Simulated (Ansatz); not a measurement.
Molecule: SbI2 (charge 0, doublet). It need not be the lowest isomer of its formula. 
Geometry from a B3LYP-D3(BJ)/def2-TZVP (Ansatz, an electronic-structure program) optimisation:
```
Sb
I 1 2.7314
I 1 2.7314 2 101.05
```
Charge 0, spin multiplicity 2.

Parts of the frozen-core correlation energy in STO-3G (Ansatz, hartree). Frozen orbitals: 69; correlated occupied orbitals by spin: 10 and 9; virtual: 2 and 3. Open shells are spin-unrestricted. No spin-orbit coupling. Past Kr the def2 sets carry scalar-relativistic core potentials. STO-3G rows are all-electron and non-relativistic.

```tsv
term	value
reference (HF)	-19952.84882
MP2 opposite-spin	-0.02161
MP2 same-spin	?
CCSD correlation	?
(T)	?
T1 diagnostic	0.013
largest doubles amplitude	0.067
<S^2> of the reference	0.760
```

Task: What belongs in the gaps?

Result: 
- MP2 same-spin, value: -0.00262
- CCSD correlation, value: -0.03428
- (T), value: -0.00078
